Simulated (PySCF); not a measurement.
CH9FNSi4 (doublet state).
Cartesian coordinates in Å at the GFN2-xTB level; atoms count from 1:
```xyz
16
CH9FNSi4 angstrom
F      2.716   -2.484   -0.215
Si     2.077   -1.178    0.496
Si     0.122   -0.769   -0.624
C     -1.529   -1.185    0.255
Si    -1.915    0.681    0.308
N     -0.368    0.922   -0.474
Si     0.406    2.389   -0.966
H      3.163   -0.204    0.387
H      1.995   -1.591    1.898
H      0.096   -1.137   -2.053
H     -2.228   -1.776   -0.329
H     -1.443   -1.664    1.226
H     -1.950    1.285    1.640
H     -3.027    1.144   -0.520
H      0.030    3.442   -0.024
H      1.847    2.133   -1.016
```

The hyperfine couplings belong to this conformer and change with its torsions.

Identity: `F[SiH2][Si@H]1C[SiH2]N1[SiH2]` [radical].

Theory: UKS B3LYP, pcH-1 on C F H N Si, non-relativistic, mean-field spin-orbit, GIAO in PySCF 2.14.0. Geometry: GFN2-xTB, one conformer, isolated molecule. Couplings are sensitive to structure, and on GFN2-xTB geometries they can be far from those on DFT ones, by a factor of two or more for some ions and for spin on atoms past the first row. The SCF solution wasn't tested for stability.

(1) Where do the isotropic ENDOR lines of N6, F1, H15/H16, H10, H11, H14, H13 and H8 fall at 3337.5 mT, to first order?

(2) Which pairs are centred on the nuclear Larmor frequency, and which on half the coupling?

Answers

(1) For S = 1/2 in fast tumbling each set of equivalent nuclei gives two lines, ν± = |νn ± a/2| to first order, with νn = g_N μN B/h and μN/h = 7.62259 MHz/T.

```json
{"nuclei": "N6", "isotope": "14N", "g_N": "0.4038", "νn (MHz)": "10.27", "a_iso (MHz)": "10.91", "lower line (MHz)": "4.82", "upper line (MHz)": "15.72"}
{"nuclei": "F1", "isotope": "19F", "g_N": "5.2577", "νn (MHz)": "133.76", "a_iso (MHz)": "1.81", "lower line (MHz)": "132.85", "upper line (MHz)": "134.66"}
{"nuclei": "H15/H16", "isotope": "1H", "g_N": "5.5857", "νn (MHz)": "142.10", "a_iso (MHz)": "81.72", "lower line (MHz)": "101.24", "upper line (MHz)": "182.96"}
{"nuclei": "H10", "isotope": "1H", "g_N": "5.5857", "νn (MHz)": "142.10", "a_iso (MHz)": "6.24", "lower line (MHz)": "138.98", "upper line (MHz)": "145.22"}
{"nuclei": "H11", "isotope": "1H", "g_N": "5.5857", "νn (MHz)": "142.10", "a_iso (MHz)": "5.63", "lower line (MHz)": "139.29", "upper line (MHz)": "144.92"}
{"nuclei": "H14", "isotope": "1H", "g_N": "5.5857", "νn (MHz)": "142.10", "a_iso (MHz)": "4.14", "lower line (MHz)": "140.03", "upper line (MHz)": "144.17"}
{"nuclei": "H13", "isotope": "1H", "g_N": "5.5857", "νn (MHz)": "142.10", "a_iso (MHz)": "2.94", "lower line (MHz)": "140.63", "upper line (MHz)": "143.57"}
{"nuclei": "H8", "isotope": "1H", "g_N": "5.5857", "νn (MHz)": "142.10", "a_iso (MHz)": "2.03", "lower line (MHz)": "141.09", "upper line (MHz)": "143.12"}
```

(2) Centred on νn, since |a| < 2νn: N6, F1, H15/H16, H10, H11, H14, H13 and H8. No pair has |a| > 2νn.

Means are taken over nuclei equivalent by connectivity, which assumes that they swap fast. The 1H value of +81.7 MHz is a mean of couplings from 76.4 to 87.1 MHz in this one geometry, not an average over conformers.

The Mulliken spin populations are largest on Si7 (+0.84) and N6 (+0.08). Si7 is the only atom above +0.15. The angles at Si7 add up to 329.4°, so it is pyramidal.
